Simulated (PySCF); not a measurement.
**Excitation energy of P⁺ by level of theory**

P⁺ [Ne] 3s2 3p2 (3P) → P⁺ [Ne] 3s1 3p2 3d1 (high-spin determinant), as a difference of total energies. Calculation: PySCF 2.14, in aug-cc-pV(Q+d)Z with one added diffuse shell each of s, p, d, f, g type (8s7p6d4f3g, 114 functions); no relativity, point nucleus. Correlated levels: valence: [Ne] frozen. The calculations carry no spin-orbit coupling.

| method | excitation energy (cm⁻¹) |
| --- | --- |
| UHF | 130780 |
| LDA | 136800 |
| PBE | 135400 |
| r2SCAN | 132950 |
| revPBE | 134470 |
| wB97M-V | 141230 |
| MP2 (valence) | 139850 |
| SCS-MP2 (valence) | 144430 |

A first-order spin-orbit estimate (lowest level to lowest level, LS coupling) adds 0.008 eV.

The promoted electron is Rydberg-like, and one or two diffuse shells describe it only roughly, which tends to raise the upper state.

The determinant of the upper state mixes LS terms, which raises its energy above the lowest term, most at the Hartree-Fock and MP2 levels.
